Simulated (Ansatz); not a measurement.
# A correction line for r2SCAN-D4/def2-TZVPP: vertical ionisation energy

The vertical ionisation energy (cation less neutral) in eV of 7 molecular compounds of Ti: x at r2SCAN-D4/def2-TZVPP, y at CCSD(T)/def2-TZVPP. Shapes, held fixed at every level: PBE0-D4/def2-TZVP. Flexible molecules stand in one conformer, not always the lowest. Programs: Ansatz 0.2.0.

| molecule | x (eV) | y (eV) |
| --- | --- | --- |
| CH9N3OTi (SMILES C[O][Ti]([NH2])([NH2])[NH2]) | 8.28 | 8.80 |
| C2H8ClNO2Ti (SMILES C[NH][Ti]([OH])([Cl])[O]C) | 8.49 | ? |
| Ti(OH)3(SeH) | 8.90 | 8.88 |
| Se(CH3)(TiCl3) | 9.13 | 9.19 |
| CH4Cl2OSTi (SMILES C[S][Ti]([OH])([Cl])[Cl]) | 9.16 | 9.28 |
| Ti(OH)3I | 9.39 | 9.38 |
| Ti(NH2)(OH)2Cl | 9.61 | 9.92 |

Question: Fit y = c + s·x to the known rows and predict y for C2H8ClNO2Ti.

Answer: 
1. Means of the 6 rows: x = 9.0783, y = 9.242.
2. Σ(Δx)² = 1.0583, Σ(Δx·Δy) = 0.82132, so the slope is 0.82132/1.0583 = 0.77607.
3. Intercept: 9.242 − (0.77607) × 9.0783 = 2.197. The largest residual of the fit is 0.27.
4. C2H8ClNO2Ti: 2.197 + 0.77607 × 8.49 = 8.79 eV.

CCSD(T)/def2-TZVPP gives 8.84 eV, so the prediction is off by -0.05 eV, within the largest residual. Uncorrected, r2SCAN-D4/def2-TZVPP misses C2H8ClNO2Ti by -0.35 eV, and the other rows by 0.17 on average. The line removes about 85 % of this miss, partly by chance. Left out in turn, the other rows are missed by 0.30 eV on average, worse than no correction. Cations run unrestricted. For atoms past krypton def2 sets carry core potentials with scalar relativity. Relativity is left out for Se. Outer-core shells of I, Se, Ti are correlated, in sets that cover them unevenly.
